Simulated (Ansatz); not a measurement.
```yaml
crystal:
  periodic: [false, false, false]
  atoms:
    - {symbol: O, position_ang: [0.812041, -0.167292, -1.363613]}
    - {symbol: Mo, position_ang: [-0.095280, -0.152320, 0.252725]}
    - {symbol: F, position_ang: [-1.618819, -0.543637, -0.739334]}
    - {symbol: S, position_ang: [0.515764, -1.887447, 1.185416]}
    - {symbol: Cl, position_ang: [1.357031, 1.458065, 0.975596]}
    - {symbol: Cl, position_ang: [-1.599974, 0.747355, 1.713525]}
    - {symbol: H, position_ang: [0.690437, 0.477378, -2.069914]}
basis:
  gaussian: {orbitals: STO-3G}
magnetization: {spin_polarized: true, initial_magnetization: 0}
hamiltonian: {xc: {name: r2SCAN0}, dispersion: d3bj}
scf: {lower_state_search: full}
output: {forces: true}
```

```sh
$ ansatz run in.yaml --threads 8 --pin off --events-out ev --progress --plain --max-ram 18278MiB
```

It prints (some lines left out):

```
Warning: the engine holds no damping parameters fitted to this dispersion correction and functional, so the run takes those fitted to r2scan0 beside the three-body term, which d3bj leaves out (hamiltonian.dispersion, under Limitations)
Functional definition: r2SCAN0
801 factors; integrals over basis functions are off by at most 1.8e-4 eV
mean field evaluation 1: about -147350.9491 eV, gradient 4.7e1 eV
mean field evaluation 2: about -147350.9480 eV, gradient 4.7e1 eV
mean field evaluation 4: about -147359.8796 eV, gradient 2.2e1 eV
mean field evaluation 8: about -147364.0136 eV, gradient 1.3e0 eV
mean field evaluation 16: about -147364.0183 eV, gradient 1.8e-4 eV
mean field evaluation 128: about -147364.0183 eV, gradient 2.3e-4 eV
mean field -147364.01826009 eV, -5415.5277841393 hartree, gradient 4.5e-5 eV, S^2 0.000000; 5 other end points of the search recorded, 0 dependent functions left out
reference -147364.01826443 eV, -5415.5277842987 hartree; 55, 55 occupied and 10, 10 virtual orbitals, 801 factors
Total energy: -147364.12162435 eV, -5415.5315827055 hartree
Atom 0 at     0.812041    -0.167292    -1.363613 Å, force    -0.571299    -1.904060     3.649861 eV/Å
Atom 1 at    -0.095280    -0.152320     0.252725 Å, force    -0.933194    -2.451224    -2.416443 eV/Å
Atom 2 at    -1.618819    -0.543637    -0.739334 Å, force     2.824834     0.722227     1.845434 eV/Å
Atom 3 at     0.515764    -1.887447     1.185416 Å, force    -0.750450     1.848708    -1.138536 eV/Å
Atom 4 at     1.357031     1.458065     0.975596 Å, force    -0.172842    -0.043375    -0.168759 eV/Å
Atom 5 at    -1.599974     0.747355     1.713525 Å, force     0.047370    -0.006511    -0.100538 eV/Å
Atom 6 at     0.690437     0.477378    -2.069914 Å, force    -0.444418     1.834235    -1.671018 eV/Å
Dipole moment:     0.087023    -0.454127    -0.768078 e Å
```

Run time 7.5 s (8 threads of an Arm Neoverse V1 on a shared host); peak host memory 0.44 GiB.
